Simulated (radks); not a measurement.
Results of a calculation; reference values are marked as such.
Task: Ag, 47 electrons, occupied as [Kr] 4d10 5s1. Code: a radial shooting solver on a logarithmic mesh with Libxc functionals. Model: scalar-relativistic Kohn-Sham, PBE, spin-unpolarised, spherical densities, point nucleus. Some entries of the table are withheld. Estimate them.

| orbital | occ. | eigenvalue (eV) | <1/r> (bohr^-1) |
|---|---|---|---|
| 1s | 2 | -25330.45 | 49.43 |
| 2s | 2 | -3729.529 | 11.23 |
| 2p | 6 | -3345.214 | 10.85 |
| 3s | 2 | -683.7174 | 3.944 |
| 3p | 6 | -557.4931 | 3.757 |
| 3d | 10 | -358.4774 | 3.530 |
| 4s | 2 | (1) | 1.512 |
| 4p | 6 | -58.5673 | 1.356 |
| 4d | 10 | (2) | 0.9690 |
| 5s | 1 | -4.4050 | 0.4059 |

Result: 
(1) 4s eigenvalue (eV): -95.0518
(2) 4d eigenvalue (eV): -7.4435
